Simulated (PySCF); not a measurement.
# Correlation energy of C⁺ (carbon, charge +1)

[He] 2s2 2p1, 2P determinant. All numbers are calculated (PySCF 2.14, scalar relativity by spin-free X2C-1e, in x2c-TZVPall (5s3p2d1f, 31 functions)). Frozen: 1s2; 3 electrons correlated.

MP2 pair energies summed by pair of shells (mhartree):

```csv
pair,energy,share (%)
2s-2s,-28.58,57.2
2s-2p,-21.36,42.8
```

Total MP2 correlation energy: -49.93 mhartree.

Same-spin part -3.31 and opposite-spin part -46.62 mhartree; SCS-MP2 scales them by 1/3 and 6/5 to -57.05 mhartree.

```json
{"level": "CCSD", "correlation energy (mhartree)": "-73.87"}
{"level": "(T)", "correlation energy (mhartree)": "-1.14"}
{"level": "CCSD(T)", "correlation energy (mhartree)": "-75.01"}
```

Diagnostics: T1 = 0.0093, D1 = 0.0177, largest double amplitude 0.132.

Cost of the coupled-cluster step: 0.22 s of wall time on 1 thread of Neoverse-V2 (shared host), for 3 correlated electrons.
